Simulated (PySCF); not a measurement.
# Core-level binding energies of GeHMe2(NMe2)

Compound: GeHMe2(NMe2), C4H13GeN.
Z-matrix (Å and degrees, PBE0-D3(BJ)/def2-SVP geometry), rows numbered from 1:
```
Ge
H   1  1.5451
C   1  1.9600  2  109.56
H   3  1.1001  1  110.50  2    58.64
H   3  1.1006  1  110.89  2   -61.44
H   3  1.1004  1  110.35  2   178.52
C   1  1.9490  2  111.56  3  -122.56
H   7  1.1000  1  111.07  2   168.32
H   7  1.1001  1  110.03  2    48.75
H   7  1.0996  1  110.28  2   -70.95
N   1  1.8481  2  105.13  3   120.65
C  11  1.4380  1  118.15  2   -46.57
C  11  1.4382  1  118.71  2   169.34
H  12  1.1067 11  110.62  1   156.20
H  12  1.1015 11  110.62  1    37.69
H  12  1.1129 11  114.03  1   -83.58
H  13  1.1012 11  110.87  1   -37.81
H  13  1.1132 11  113.98  1    83.57
H  13  1.1064 11  110.60  1  -156.28
```

Method: delta-SCF UKS SCAN, pcX-2 on the ionised atom, pcseg-1 elsewhere, spin-free X2C in PySCF 2.14.0. Each binding energy is the total energy of the core-ionised species, with the hole localised on one atom, minus that of the ground state; both are solved self-consistently, so orbital relaxation is included.

**Question.** List the computed XPS lines with their assignment.

**Answer.** 
```tsv
atom(s)	environment	level	binding energy (eV)	above the level's lowest (eV)	count
C3/C7	carbon bonded to Ge and 3 H	C 1s	289.85	0.00	2
C12/C13	carbon bonded to N and 3 H	C 1s	291.10	+1.25	2
N11	nitrogen bonded to 2 C and Ge	N 1s	403.67	0.00	1
```

Lowest listed C 1s: C3/C7, bonded to 3 H and Ge. Highest, 1.25 eV above it: C12/C13, bonded to N and 3 H.

**Question.** Which effective nuclear charge Zeff reproduces each element's mean 1s value in the hydrogen-like formula E = 13.606 eV × Zeff²?

**Answer.** C (Z = 6): mean 290.5 eV, Zeff = 4.62, Z − Zeff = 1.38; N (Z = 7): mean 403.7 eV, Zeff = 5.45, Z − Zeff = 1.55. Means run over the listed sites, weighted by atom count.

One atom of each set of topologically equivalent atoms was ionised and stands for the set; in this conformer not all members are related by symmetry, and their own values weren't computed. No level of germanium is listed. Geometry: PBE0-D3(BJ)/def2-SVP, one conformer, isolated molecule.
